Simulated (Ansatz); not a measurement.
Ansatz (a quantum-chemistry and plane-wave program) input (B3LYP-D3(BJ)/def2-TZVP):

Ansatz 0.2 input:
```yaml
crystal:
  periodic: [false, false, false]
  atoms:
    - {symbol: Nb, position_ang: [0.26755616, 0.12327837, 0.34899699]}
    - {symbol: O, position_ang: [1.52732369, -0.83754635, -0.31113136]}
    - {symbol: O, position_ang: [-0.47416462, -1.19608198, 1.29710490]}
    - {symbol: Cl, position_ang: [-1.14088677, 0.65968315, -1.30568617]}
basis:
  gaussian:
    orbitals: def2-TZVP
hamiltonian:
  xc: b3lyp
  dispersion: d3bj
total_charge: 1
magnetization: {spin_polarized: true, initial_magnetization: 1}
phonons: {temperatures: {t_min: 298.15, t_max: 298.15, t_step: 100}}
```

Output:

```
Functional definition: B3LYP
integrals: 0.06 GiB planned
936 factors; their error is unknown
mean field: 0.70 GiB planned
mean field evaluation 1: about -18122.9080 eV, gradient 1.0e2 eV
mean field evaluation 2: about -17633.5125 eV, gradient 2.8e2 eV
mean field evaluation 4: about -18144.1467 eV, gradient 6.0e1 eV
mean field evaluation 8: about -18163.4161 eV, gradient 3.8e0 eV
mean field evaluation 16: about -18163.5384 eV, gradient 1.4e-2 eV
mean field evaluation 32: about -18162.9445 eV, gradient 5.8e0 eV
mean field -18163.53836329 eV, -667.4977231625 hartree, gradient 4.2e-5 eV, S^2 0.795320; 4 other end points of the search recorded, 0 dependent functions left out
the calculation of the forces begins
reference -18163.53860593 eV, -667.4977320793 hartree; 23, 22 occupied and 116, 117 virtual orbitals, 936 factors
these checks for a lower state are left out or cut short: stability, starts, cluster_reference, orbital_swaps, neighbouring_geometries, increment
integrals: 0.06 GiB planned
936 factors; their error is unknown
mean field: 0.70 GiB planned
mean field -18163.53831719 eV, -667.4977214681 hartree, gradient 2.9e-6 eV, S^2 0.794687; 0 other end points of the search recorded, 0 dependent functions left out
the calculation of the forces begins
reference -18163.53855983 eV, -667.4977303852 hartree; 23, 22 occupied and 116, 117 virtual orbitals, 936 factors
these checks for a lower state are left out or cut short: stability, starts, cluster_reference, orbital_swaps, neighbouring_geometries, increment
integrals: 0.06 GiB planned
936 factors; their error is unknown
mean field: 0.70 GiB planned
mean field -18163.53830950 eV, -667.4977211857 hartree, gradient 2.8e-6 eV, S^2 0.795945; 0 other end points of the search recorded, 0 dependent functions left out
the calculation of the forces begins
reference -18163.53855213 eV, -667.4977301022 hartree; 23, 22 occupied and 116, 117 virtual orbitals, 936 factors
these checks for a lower state are left out or cut short: stability, starts, cluster_reference, orbital_swaps, neighbouring_geometries, increment
integrals: 0.06 GiB planned
936 factors; their error is unknown
mean field: 0.70 GiB planned
mean field evaluation 64: about -18163.5382 eV, gradient 2.9e-6 eV
mean field -18163.53823271 eV, -667.4977183636 hartree, gradient 2.9e-6 eV, S^2 0.795673; 0 other end points of the search recorded, 0 dependent functions left out
the calculation of the forces begins
reference -18163.53847539 eV, -667.4977272821 hartree; 23, 22 occupied and 116, 117 virtual orbitals, 936 factors
these checks for a lower state are left out or cut short: stability, starts, cluster_reference, orbital_swaps, neighbouring_geometries, increment
integrals: 0.06 GiB planned
936 factors; their error is unknown
mean field: 0.70 GiB planned
mean field -18163.53823754 eV, -667.4977185411 hartree, gradient 2.8e-6 eV, S^2 0.794972; 0 other end points of the search recorded, 0 dependent functions left out
the calculation of the forces begins
reference -18163.53848013 eV, -667.4977274562 hartree; 23, 22 occupied and 116, 117 virtual orbitals, 936 factors
these checks for a lower state are left out or cut short: stability, starts, cluster_reference, orbital_swaps, neighbouring_geometries, increment
integrals: 0.06 GiB planned
936 factors; their error is unknown
mean field: 0.70 GiB planned
mean field -18163.53831824 eV, -667.4977215069 hartree, gradient 2.5e-6 eV, S^2 0.795721; 0 other end points of the search recorded, 0 dependent functions left out
the calculation of the forces begins
reference -18163.53856090 eV, -667.4977304244 hartree; 23, 22 occupied and 116, 117 virtual orbitals, 936 factors
these checks for a lower state are left out or cut short: stability, starts, cluster_reference, orbital_swaps, neighbouring_geometries, increment
[...]
936 factors; their error is unknown
mean field: 0.70 GiB planned
mean field -18163.53834614 eV, -667.4977225323 hartree, gradient 2.3e-6 eV, S^2 0.795766; 0 other end points of the search recorded, 0 dependent functions left out
the calculation of the forces begins
reference -18163.53858881 eV, -667.4977314500 hartree; 23, 22 occupied and 116, 117 virtual orbitals, 936 factors
these checks for a lower state are left out or cut short: stability, starts, cluster_reference, orbital_swaps, neighbouring_geometries, increment
integrals: 0.06 GiB planned
936 factors; their error is unknown
mean field: 0.70 GiB planned
mean field -18163.53834721 eV, -667.4977225713 hartree, gradient 1.8e-6 eV, S^2 0.795019; 0 other end points of the search recorded, 0 dependent functions left out
the calculation of the forces begins
reference -18163.53858982 eV, -667.4977314873 hartree; 23, 22 occupied and 116, 117 virtual orbitals, 936 factors
these checks for a lower state are left out or cut short: stability, starts, cluster_reference, orbital_swaps, neighbouring_geometries, increment
integrals: 0.06 GiB planned
936 factors; their error is unknown
mean field: 0.70 GiB planned
mean field -18163.53834025 eV, -667.4977223158 hartree, gradient 1.6e-6 eV, S^2 0.795623; 0 other end points of the search recorded, 0 dependent functions left out
the calculation of the forces begins
reference -18163.53858291 eV, -667.4977312333 hartree; 23, 22 occupied and 116, 117 virtual orbitals, 936 factors
these checks for a lower state are left out or cut short: stability, starts, cluster_reference, orbital_swaps, neighbouring_geometries, increment
integrals: 0.06 GiB planned
936 factors; their error is unknown
mean field: 0.70 GiB planned
mean field evaluation 128: about -18163.5383 eV, gradient 2.6e-6 eV
mean field -18163.53834903 eV, -667.4977226385 hartree, gradient 2.6e-6 eV, S^2 0.795396; 0 other end points of the search recorded, 0 dependent functions left out
the calculation of the forces begins
reference -18163.53859165 eV, -667.4977315544 hartree; 23, 22 occupied and 116, 117 virtual orbitals, 936 factors
these checks for a lower state are left out or cut short: stability, starts, cluster_reference, orbital_swaps, neighbouring_geometries, increment
integrals: 0.06 GiB planned
936 factors; their error is unknown
mean field: 0.70 GiB planned
mean field -18163.53835182 eV, -667.4977227410 hartree, gradient 2.3e-6 eV, S^2 0.795242; 0 other end points of the search recorded, 0 dependent functions left out
the calculation of the forces begins
reference -18163.53859449 eV, -667.4977316587 hartree; 23, 22 occupied and 116, 117 virtual orbitals, 936 factors
these checks for a lower state are left out or cut short: stability, starts, cluster_reference, orbital_swaps, neighbouring_geometries, increment
integrals: 0.06 GiB planned
936 factors; their error is unknown
mean field: 0.70 GiB planned
mean field -18163.53830649 eV, -667.4977210752 hartree, gradient 2.7e-6 eV, S^2 0.795416; 0 other end points of the search recorded, 0 dependent functions left out
the calculation of the forces begins
reference -18163.53854909 eV, -667.4977299906 hartree; 23, 22 occupied and 116, 117 virtual orbitals, 936 factors
these checks for a lower state are left out or cut short: stability, starts, cluster_reference, orbital_swaps, neighbouring_geometries, increment
integrals: 0.06 GiB planned
936 factors; their error is unknown
mean field: 0.70 GiB planned
mean field -18163.53834721 eV, -667.4977225716 hartree, gradient 2.2e-6 eV, S^2 0.795219; 0 other end points of the search recorded, 0 dependent functions left out
the calculation of the forces begins
reference -18163.53858989 eV, -667.4977314897 hartree; 23, 22 occupied and 116, 117 virtual orbitals, 936 factors
these checks for a lower state are left out or cut short: stability, starts, cluster_reference, orbital_swaps, neighbouring_geometries, increment
integrals: 0.06 GiB planned
936 factors; their error is unknown
mean field: 0.70 GiB planned
mean field -18163.53837952 eV, -667.4977237590 hartree, gradient 2.5e-6 eV, S^2 0.795233; 0 other end points of the search recorded, 0 dependent functions left out
the calculation of the forces begins
reference -18163.53862219 eV, -667.4977326770 hartree; 23, 22 occupied and 116, 117 virtual orbitals, 936 factors
these checks for a lower state are left out or cut short: stability, starts, cluster_reference, orbital_swaps, neighbouring_geometries, increment
integrals: 0.06 GiB planned
936 factors; their error is unknown
mean field: 0.70 GiB planned
mean field evaluation 160: about -18163.5383 eV, gradient 3.0e-6 eV
mean field -18163.53831193 eV, -667.4977212751 hartree, gradient 3.0e-6 eV, S^2 0.795404; 0 other end points of the search recorded, 0 dependent functions left out
the calculation of the forces begins
reference -18163.53855454 eV, -667.4977301907 hartree; 23, 22 occupied and 116, 117 virtual orbitals, 936 factors
these checks for a lower state are left out or cut short: stability, starts, cluster_reference, orbital_swaps, neighbouring_geometries, increment
integrals: 0.06 GiB planned
936 factors; their error is unknown
mean field: 0.70 GiB planned
mean field -18163.53829812 eV, -667.4977207674 hartree, gradient 2.2e-6 eV, S^2 0.795324; 0 other end points of the search recorded, 0 dependent functions left out
the calculation of the forces begins
reference -18163.53854073 eV, -667.4977296832 hartree; 23, 22 occupied and 116, 117 virtual orbitals, 936 factors
these checks for a lower state are left out or cut short: stability, starts, cluster_reference, orbital_swaps, neighbouring_geometries, increment
integrals: 0.06 GiB planned
936 factors; their error is unknown
mean field: 0.70 GiB planned
mean field -18163.53837541 eV, -667.4977236078 hartree, gradient 1.9e-6 eV, S^2 0.795317; 0 other end points of the search recorded, 0 dependent functions left out
the calculation of the forces begins
reference -18163.53861807 eV, -667.4977325256 hartree; 23, 22 occupied and 116, 117 virtual orbitals, 936 factors
these checks for a lower state are left out or cut short: stability, starts, cluster_reference, orbital_swaps, neighbouring_geometries, increment
integrals: 0.06 GiB planned
936 factors; their error is unknown
mean field: 0.70 GiB planned
mean field -18163.53839445 eV, -667.4977243076 hartree, gradient 1.6e-6 eV, S^2 0.795316; 0 other end points of the search recorded, 0 dependent functions left out
the calculation of the forces begins
reference -18163.53863710 eV, -667.4977332249 hartree; 23, 22 occupied and 116, 117 virtual orbitals, 936 factors
these checks for a lower state are left out or cut short: stability, starts, cluster_reference, orbital_swaps, neighbouring_geometries, increment
integrals: 0.06 GiB planned
936 factors; their error is unknown
mean field: 0.70 GiB planned
mean field -18163.53832161 eV, -667.4977216308 hartree, gradient 2.6e-6 eV, S^2 0.795325; 0 other end points of the search recorded, 0 dependent functions left out
the calculation of the forces begins
reference -18163.53856424 eV, -667.4977305471 hartree; 23, 22 occupied and 116, 117 virtual orbitals, 936 factors
these checks for a lower state are left out or cut short: stability, starts, cluster_reference, orbital_swaps, neighbouring_geometries, increment
integrals: 0.06 GiB planned
936 factors; their error is unknown
mean field: 0.70 GiB planned
mean field -18163.53828472 eV, -667.4977202751 hartree, gradient 2.3e-6 eV, S^2 0.795304; 0 other end points of the search recorded, 0 dependent functions left out
the calculation of the forces begins
reference -18163.53852733 eV, -667.4977291907 hartree; 23, 22 occupied and 116, 117 virtual orbitals, 936 factors
these checks for a lower state are left out or cut short: stability, starts, cluster_reference, orbital_swaps, neighbouring_geometries, increment
integrals: 0.06 GiB planned
936 factors; their error is unknown
mean field: 0.70 GiB planned
mean field evaluation 192: about -18163.5383 eV, gradient 1.2e-1 eV
mean field -18163.53836949 eV, -667.4977233902 hartree, gradient 2.0e-6 eV, S^2 0.795336; 0 other end points of the search recorded, 0 dependent functions left out
the calculation of the forces begins
reference -18163.53861216 eV, -667.4977323082 hartree; 23, 22 occupied and 116, 117 virtual orbitals, 936 factors
Total energy: -18163.73116668 eV, -667.5048085562 hartree
Atom 0 at     0.267556     0.123278     0.348997 Å, force     0.000081    -0.001114     0.000120 eV/Å
Atom 1 at     1.527324    -0.837546    -0.311131 Å, force    -0.000681     0.000592     0.000099 eV/Å
Atom 2 at    -0.474165    -1.196082     1.297105 Å, force     0.000258     0.000734    -0.000471 eV/Å
Atom 3 at    -1.140887     0.659683    -1.305686 Å, force     0.000341    -0.000211     0.000252 eV/Å
Dipole moment:     0.264732     0.796881     0.559790 e Å
Vibrations: 163.78 181.33 196.99 311.81 466.11 948.83 cm⁻¹, zero-point energy 0.140651 eV
```

The spin state was set by rule; other spins were not relaxed.
